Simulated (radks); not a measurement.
Pb LXX, configuration [Ne] 3s2 3p1.

Calculated with a radial shooting solver on a logarithmic mesh with Libxc functionals: non-relativistic Kohn-Sham, PBE, spin-polarised, spherical densities, point nucleus; open shells are filled with parallel spins first (spin-orbit coupling, left out, can overturn this in heavy ions); relativity is left out, which matters for an element this heavy.

Energy parts (eV):
| part | energy |
|---|---|
| total | -371173.39 |
| kinetic | 371158.35 |
| electron-nucleus | -766890.15 |
| Hartree | 28676.00 |
| exchange-correlation | -4117.59 |

Orbitals (lengths in bohr, moments of r in powers of bohr; r(90%) holds 90 % of the orbital's charge):
orbital,occ.,eigenvalue (eV),r(90%),<r^4>,<1/r>
1s up,1,-85041.01,0.0328,5.203e-07,81.47
1s down,1,-85036.89,0.0328,5.202e-07,81.48
2s up,1,-19035.21,0.117,0.00007750,19.49
2s down,1,-19031.64,0.117,0.00007740,19.50
2p up,3,-18624.69,0.104,0.00004796,19.48
2p down,3,-18620.01,0.104,0.00004791,19.48
3s up,1,-8000.294,0.257,0.001880,8.314
3s down,1,-7983.857,0.258,0.001885,8.309
3p up,1,-7847.922,0.247,0.001571,8.269
3p down,0,-7831.373,0.247,0.001575,8.268

The highest occupied level is 3p up at -7847.9 eV. The spin density at the nucleus is -6.39 e/bohr^3 (1s -11.03, 2s -2.77, 3s 7.41). Virial ratio -V/T = 2.00004. The electron density at the nucleus is 3.971e+05 e/bohr^3. For comparison, the ionisation energy in NIST's Atomic Spectra Database is 8680 eV (theoretical). In exact Kohn-Sham theory the highest level is minus the ionisation energy, but local and semilocal functionals leave it too shallow, through self-interaction and a potential that decays too fast; potentials with the right tail come closer. Spin moment in Bohr magnetons: 1. The density falls to 0.001 e/bohr^3 at r = 0.51 bohr. Summed over all electrons, <r^2> = 0.1495 bohr^2, which gives a Langevin (diamagnetic) susceptibility term of -0.118 x 10^-6 cm^3/mol.
